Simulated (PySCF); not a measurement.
# Magnetisability: `C=CC#C[C@H](C#N)SC`, C$_{7}$H$_{7}$NS

Geometry:
```
atom   x (Å)   y (Å)   z (Å)
  C1   3.218   0.249   0.872
  C2   2.442  -0.707   0.373
  C3   1.228  -0.443  -0.290
  C4   0.212  -0.229  -0.902
  C5  -1.064   0.023  -1.525
  C6  -1.429   1.413  -1.420
  N7  -1.743   2.503  -1.280
  S8  -2.412  -0.988  -0.726
  C9  -2.306  -0.349   0.966
 H10   2.956   1.290   0.786
 H11   4.140   0.017   1.376
 H12   2.707  -1.754   0.456
 H13  -1.072  -0.296  -2.572
 H14  -2.578   0.703   0.978
 H15  -1.296  -0.494   1.341
 H16  -3.011  -0.927   1.554
```

Computed with GIAO PBE0/pcSseg-1 magnetisability, rotational g tensor and spin-rotation constants, non-relativistic, gas phase (PySCF). Geometry: GFN2-xTB.

Problem. How diamagnetic is it, and how anisotropic?

Solution. Isotropic -1435 × 10⁻³⁰ J/T², or -86.4 × 10⁻⁶ cm³/mol; principal values -1461, -1429, -1416 × 10⁻³⁰ J/T², anisotropy 41 × 10⁻³⁰ J/T² (root of half the summed squared differences of the principal values). The susceptibility is in cgs units.

Problem. Split it along the inertial axes a, b, c into diamagnetic and paramagnetic parts about the centre of mass, with the quadrupole moment.

Solution. 
```
axis  χ (10⁻⁶ cm³/mol)  diamagnetic (10⁻⁶ cm³/mol)  paramagnetic (10⁻⁶ cm³/mol)  summed x² of all electrons (Å²)  quadrupole Θ (D Å)
   a             -86.5                      -680.9                        594.4                            334.0               +6.92
   b             -85.9                     -1640.8                       1554.8                            107.7              -11.24
   c             -86.9                     -1874.0                       1787.1                             52.8               +4.32
```
Anisotropies 2χaa − χbb − χcc = -0.1 and 2χbb − χaa − χcc = +1.5 × 10⁻⁶ cm³/mol. Θ is traceless in Buckingham's convention.

Problem. And the rotational g tensor?

Solution. 
```
axis  rotational constant (GHz)        g  nuclear part  electronic part
   a                     2.0688  -0.0238        0.5538          -0.5777
   b                     0.7718  -0.0052        0.5586          -0.5638
   c                     0.6599  -0.0070        0.5470          -0.5540
```
Asymmetric top; isotopes 12C, 1H, 14N, 32S; no vibrational averaging.
